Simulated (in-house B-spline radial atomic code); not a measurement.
The numbers below are computed, except where a source is named.
# Stopping and range of 1 keV Ti in InSb

The pair potential comes from two frozen, spherical free-atom densities (PBE, B-spline radial code, scalar-relativistic past argon): electrostatics plus the change in Thomas-Fermi kinetic and Dirac exchange energy where they overlap, the recipe behind the universal ZBL potential, which averages such potentials (from solid-state densities) over many pairs. It is written V = (Z1 Z2 e²/r) φ(r/a), with e² = 14.3996 eV·Å and a = 0.46850 Å/(Z1^0.23 + Z2^0.23); ZBL's fit is φ = 0.18175 e^(−3.1998x) + 0.50986 e^(−0.94229x) + 0.28022 e^(−0.4029x) + 0.02817 e^(−0.20162x). Where φ falls below 4e-4 it is continued as an exponential.

The target is taken as amorphous, with density 5.77 g/cm³ (NSM archive of the Ioffe Institute); channelling is ignored. Masses: Ti 47.87, In 114.82, Sb 121.76 u. Nuclear stopping is S_n = 4π a Z1 Z2 e² M1/(M1 + M2) × s_n(ε), with s_n integrated over impact parameters for each pair. Electronic stopping is Lindhard and Scharff's S_e = Z1^(1/6) 8π e² a0 Z1 Z2/(Z1^(2/3) + Z2^(2/3))^(3/2) × v/v0, with a0 = 0.529177 Å and v = v0 at 24.801 keV/u; it misses the oscillations with Z1 seen in experiment, which reach tens of per cent. Compounds add by atom fraction.

```tsv
target atom	a (Å)	ε at this energy	s_n, this pair	s_n, ZBL potential
In	0.10449	0.004751	0.1257	0.1201
Sb	0.10397	0.004619	0.1252	0.1186
```

(1) What are the atom density and the stopping powers at entry?

Along the track:

```tsv
E (keV)	N S_n (eV/nm)	N S_e (eV/nm)
0.05	44.6	6.78
0.15	85.1	11.7
0.3	124	16.6
0.5	160	21.4
0.75	193	26.3
1	220	30.3
```

(2) Estimate the path length and the projected range.

Results:

(1) N = 5.77 × 0.602214/118.29 = 0.02938 atoms/Å³. For In: S_n = 5998 × 0.1257 = 754.1 eV·Å², S_e = 3.2396 × √1000 = 102.4 eV·Å². For Sb: S_n = 5957 × 0.1252 = 746 eV·Å², S_e = 3.2874 × √1000 = 104 eV·Å². Averaged over the target's atoms (half each) and times N × 10 Å/nm, the ion loses N S_n = 220 eV/nm to recoils and N S_e = 30.3 eV/nm to electrons; the nuclear share is 88 %.

(2) With continuous slowing down the path is the integral of dE/(N (S_n + S_e)). Trapezoids over the table give 6.39 nm, and the stretch below the first row, with stopping taken as √E, adds 2E/(N S) = 1.9 nm: 8.34 nm in all, against 7.65 nm on a fine grid from 5 eV, a cut that itself drops some per cent of so short a path. Deflections shorten the depth: to first order in the energy passed on, N (S_n + S_e) dR_p/dE = 1 − N S_n (M2/M1) R_p/(2E), summed over the target's atoms, and integrating this on the fine grid gives R_p = 2.49 nm, 0.33 of the path. Lindhard's rule of thumb R/(1 + M2/3M1), with mean M2/M1 = 2.47, gives 4.19 nm; it is meant for M2/M1 below about 2. On the ZBL potential the same equation gives 2.62 nm, and the full integral equation, which keeps hard collisions, 2.61 nm.
